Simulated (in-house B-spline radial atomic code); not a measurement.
Values are calculated unless marked as measured or tabulated.
# Weak and strong correlation along the adiabatic connection

Two-electron singlets in several external potentials (atomic units), by full CI in B-splines with partial waves to l = 8 (correlation energies up to 0.6 % small). The repulsion is scaled by λ at fixed density; W(λ) is the mean repulsion less the Hartree energy, W(0) = E_x, and the area under W from 0 to 1 is E_xc.

Relative drop (W(λ) − E_x)/E_x:

| system | λ = 0.12 | λ = 0.25 | λ = 0.4 | λ = 0.6 | λ = 0.8 | λ = 1 |
| --- | --- | --- | --- | --- | --- | --- |
| −V exp(−r²/w²), V = 0.689, w = 12.4 | 0.0559 | 0.1010 | 0.1396 | 0.1767 | 0.2034 | 0.2236 |
| ω²r²/2 − Z/r, ω = 2.3, Z = 0.5 | 0.0092 | 0.0186 | 0.0290 | 0.0420 | 0.0541 | 0.0654 |
| ω²r²/2 − Z/r, ω = 4.41, Z = 1.5 | 0.0058 | 0.0119 | 0.0187 | 0.0274 | 0.0358 | 0.0437 |
| −V exp(−r²/w²), V = 3.47, w = 10.3 | 0.0324 | 0.0621 | 0.0909 | 0.1220 | 0.1469 | 0.1673 |
| −V exp(−r²/w²), V = 12.2, w = 5.65 | 0.0170 | 0.0339 | 0.0516 | 0.0727 | 0.0913 | 0.1078 |
| −V exp(−r²/w²), V = 18.2, w = 11.3 | 0.0217 | 0.0428 | 0.0644 | 0.0893 | 0.1106 | 0.1289 |
| −Z exp(−kr)/r, Z = 8.89, k = 3.69 | 0.0025 | 0.0051 | 0.0081 | 0.0121 | 0.0159 | 0.0197 |

(1) Order the systems by how far second-order (GL2) theory, half the initial slope (estimated from the first points of each curve), overshoots the correlation energy, least first.
A. −V exp(−r²/w²), V = 0.689, w = 12.4
B. ω²r²/2 − Z/r, ω = 2.3, Z = 0.5
C. −V exp(−r²/w²), V = 3.47, w = 10.3
D. ω²r²/2 − Z/r, ω = 4.41, Z = 1.5
E. −V exp(−r²/w²), V = 12.2, w = 5.65
F. −V exp(−r²/w²), V = 18.2, w = 11.3
G. −Z exp(−kr)/r, Z = 8.89, k = 3.69

(2) What else changes along this order?

Results:

(1) G (GL2/E_c = 1.03), D (GL2/E_c = 1.08), B (GL2/E_c = 1.13), E (GL2/E_c = 1.24), F (GL2/E_c = 1.31), C (GL2/E_c = 1.47), A (GL2/E_c = 1.85).

(2) The ratio follows the bend of the curve. With it the leading natural occupation goes from 1.999 to 1.804 and −T_c/E_c from 0.97 to 0.54 between the first and the last.
